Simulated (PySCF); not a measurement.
F₄Sn, SMILES [F][Sn]([F])([F])[F] (connectivity only; charge and spin as stated), charge -1, multiplicity 2. Atoms are numbered in the order given.

```xyz
5

F      1.2007    -1.2007     1.2007
Sn     0.0000     0.0000     0.0000
F     -1.2007    -1.2007    -1.2007
F     -1.2007     1.2007     1.2007
F      1.2007     1.2007    -1.2007
```
Charge -1, spin multiplicity 2.

Geometry: PBE-D3(BJ)/def2-SVPD. The multiplicity is an assumed one; other spin states were not compared. The isomer is the one that the SMILES or the coordinates give; other isomers of the formula were not compared. The def2 effective core potentials stand for the cores of Sn; spin–orbit coupling is left out.

All values below come from PBE-D3(BJ)/def2-SVPD run with PySCF 2.14.0.

Frequencies are harmonic and unscaled.

Modes within 1.5 cm⁻¹ of each other (mostly degenerate sets) share a row, with their intensities summed.

Computed harmonic wavenumbers and intensities:
```json
[
 {"mode": "1–3", "ν (cm⁻¹)": "26", "IR (km/mol)": "19.0", "moving atoms (share of kinetic energy)": "F 83 %, Sn 17 %"},
 {"mode": "4–5", "ν (cm⁻¹)": "99", "IR (km/mol)": "0.0", "moving atoms (share of kinetic energy)": "F 100 %"},
 {"mode": "6", "ν (cm⁻¹)": "436", "IR (km/mol)": "0.0", "moving atoms (share of kinetic energy)": "F 100 %"},
 {"mode": "7–9", "ν (cm⁻¹)": "440", "IR (km/mol)": "453.3", "moving atoms (share of kinetic energy)": "F 78 %, Sn 22 %"}
]
```
